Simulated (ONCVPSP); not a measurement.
## iridium (Ir), ONCV: configuration errors across variants

iridium, optimised norm-conserving Vanderbilt (ONCV), made with ONCVPSP 4.0.1 (PBE, scalar-relativistic). Core [Kr] 4d10 4f14, reference 5s2 5p6 5d8 6s1. Waves: 5s+6s: rc 1.55 bohr, ncon 4, nbas 7, qcut 7.8 1/bohr, 2 projectors; 5p: rc 1.60 bohr, ncon 4, nbas 9, qcut 9.3 1/bohr, 3 projectors, debl 0.7 Ha; 5d: rc 1.55 bohr, ncon 3, nbas 6, qcut 5.5 1/bohr, 3 projectors, debl 0.4 Ha. Local part: polynomial inside 1.20 bohr (lpopt 3, dvloc0 4 Ha). Core correction: none.

In the p channel the program set the typed energies aside and used -1.922, 0.250, 0.950 Ha.

All-electron excitation energies from the reference (eV): (1) 5s2 5p6 5d7 6s2 0.334; (2) 5s2 5p6 5d7 6s1 10.213; (3) 5s2 5p6 5d7 6s0 27.682; (4) 5s2 5p6 5d6 6s0 58.224.

1 further variants failed, have other tests or too few solved ones, and are left out.

A true bound ghost makes a file unfit for plane-wave use even where its test errors are small: the radial tests pick states by their node count and pass the ghost by.

Errors AE − PS in meV (a dash: test not solved or not reliable):

```csv
change,(1),(2),(3),(4),bound ghosts,GHOST(+) flags above zero
base,+0.1,-1.6,-5.1,-14,d,s
"local potential polynomial inside 1.20 bohr (lpopt 3, dvloc0 2.5 Ha)",+0.1,-1.6,-5.1,-14,d,s
"d: rc 1.18; local potential polynomial inside 1.18 bohr (lpopt 3, dvloc0 4 Ha)",+1.5,+0.2,-2.8,-8.7,d,"s, d"
"local potential polynomial inside 1.10 bohr (lpopt 5, dvloc0 0 Ha)",+0.1,-1.6,-5.1,-14,d,s
"core correction Teter function fitted to the true core (icmod 2), fcfact 0.65",-0.1,-1.4,-5.7,-13,d,s
```

Problem. Give the same row for: d: ncon 5, nbas 8.

Solution. +1.0, -0.4, -3.6, -11; bound ghosts: d; GHOST(+) flags above zero: s.
